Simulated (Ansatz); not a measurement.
Start from `O/C=C/[SiH2][SiH3]` and change one atom or group (the configuration at the double bond changes too) to get `O/C=C\F`.

Ansatz, PBE0-D4/def2-TZVP geometries, multiplicity 1. Each molecule was computed in one conformer, which needn't be the lowest.

```json
{"property": "LUMO energy (ωB97M-V/def2-TZVPP) / eV", "`O/C=C/[SiH2][SiH3]`": "1.84"}
{"property": "LUMO energy (B3LYP/def2-TZVPP) / eV", "`O/C=C/[SiH2][SiH3]`": "-0.30"}
{"property": "HOMO–LUMO gap (PBE0/def2-TZVPP) / eV", "`O/C=C/[SiH2][SiH3]`": "6.75"}
{"property": "LUMO energy (PBE/def2-TZVPP) / eV", "`O/C=C/[SiH2][SiH3]`": "-1.02"}
{"property": "HOMO energy (PBE/def2-TZVPP) / eV", "`O/C=C/[SiH2][SiH3]`": "-5.72"}
{"property": "size of the dipole moment (ωB97M-V/def2-TZVPP) / D", "`O/C=C/[SiH2][SiH3]`": "2.47"}
```

(1) What does the change do to each property? (Best estimate.)

Answers

(1) The calculation gave: 
```
                                          property  `O/C=C\F`  shift
             LUMO energy (ωB97M-V/def2-TZVPP) / eV       2.63   0.79
               LUMO energy (B3LYP/def2-TZVPP) / eV       0.60   0.90
              HOMO–LUMO gap (PBE0/def2-TZVPP) / eV       7.67   0.92
                 LUMO energy (PBE/def2-TZVPP) / eV      -0.12   0.90
                 HOMO energy (PBE/def2-TZVPP) / eV      -5.46   0.26
size of the dipole moment (ωB97M-V/def2-TZVPP) / D       0.75  -1.72
```

With PBE0 the HOMO rises by 0.06 eV and the LUMO rises by 0.99 eV, so the gap widens by about 0.93 eV. PBE moves the HOMO by 0.26 eV and ωB97M-V by -0.09 eV. Dipoles are sizes alone; their direction can turn.

B3LYP here is the variant with VWN-RPA as its local correlation; programs differ in this.
